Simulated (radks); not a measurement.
The numbers below are computed, except where a source is named.
Task: Successive ionisation energies (eV) of one element, from differences of total energies of ions in their ground configurations, starting at charge 0: 3.955, 23.271, 33.283, 43.817, 57.647, 69.558, 81.726, 111.68, 127.15, 210.19, 236.08, 262.64, 289.81, 317.57, 353.76, 383.54, 413.88, 444.73, 476.03, 603.36, 636.12, 668.85. Level of theory: scalar-relativistic Kohn-Sham, BLYP, spin-polarised, spherical densities, finite nucleus; open shells are filled with parallel spins first (spin-orbit coupling, left out, can overturn this in heavy ions); Fermi nuclear charge, rms radius 4.8041 fm (a radial shooting solver on a logarithmic mesh with Libxc functionals). Which element is it?

Result: Caesium (Z = 55). The first species listed is Cs in [Xe] 6s1, the last Cs21+ in [Ar] 3d10 4s2 4p4.
